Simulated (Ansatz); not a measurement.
Relaxation of FGeH6NO (10 atoms, charge 0, multiplicity 1), to a largest force component of 0.03 eV/Å in at most 50 steps.

Method: RKS BHLYP/def2-SVP (Ansatz 0.2.0).

```xyz
10
Properties=species:S:1:pos:R:3
Ge -0.190 0.242 0.045
H 0.011 0.258 1.572
F 1.404 0.101 -0.633
H -0.819 1.481 -0.565
O -1.137 -1.123 -0.501
H -0.810 -1.970 -0.205
N 1.385 -2.091 1.393
H 0.855 -2.886 1.072
H 1.836 -1.629 0.617
H 0.773 -1.422 1.878
```

Where does it end, and by what steps?

The run converged. The force dipped under the threshold on the way, but the program's further checks kept it going. After 18 steps the energy has fallen by 0.224 eV; H2 moved furthest, 1.50 Å.

```
step  energy less start (eV)  largest force component (eV/Å)  accepted
   0                  0.0000                           0.880       yes
   1                 -0.1103                           0.292       yes
   2                 -0.1382                           0.180       yes
   3                 -0.1503                           0.255       yes
   4                 -0.1716                           0.317       yes
   5                 -0.1789                           0.449       yes
   6                 -0.1862                           0.403       yes
   7                 -0.1972                           0.433       yes
   8                 -0.2073                           0.231       yes
   9                 -0.2138                           0.177       yes
  10                 -0.2180                           0.127       yes
  11                 -0.2205                           0.114       yes
  12                 -0.2211                           0.153       yes
  13                 -0.2194                           0.150        no
  14                 -0.2228                           0.045       yes
  15                 -0.2233                           0.024       yes
  16                 -0.2235                           0.031       yes
  17                 -0.2236                           0.038       yes
  18                 -0.2237                           0.023       yes
```

```xyz
10
Properties=species:S:1:pos:R:3
Ge -0.381 0.607 -0.037
H -0.667 1.530 1.142
F 1.346 0.365 -0.038
H -0.784 1.133 -1.406
O -1.032 -0.999 0.195
H -0.389 -1.607 0.570
N 1.503 -2.621 1.114
H 1.031 -3.186 0.425
H 1.723 -1.707 0.746
H 0.960 -2.556 1.961
```

Run time: 61 s on 2 threads of Intel(R) Xeon(R) Platinum 8259CL CPU @ 2.50GHz (Skylake/Cascade Lake), with other jobs on the host, peak memory 0.26 GiB.
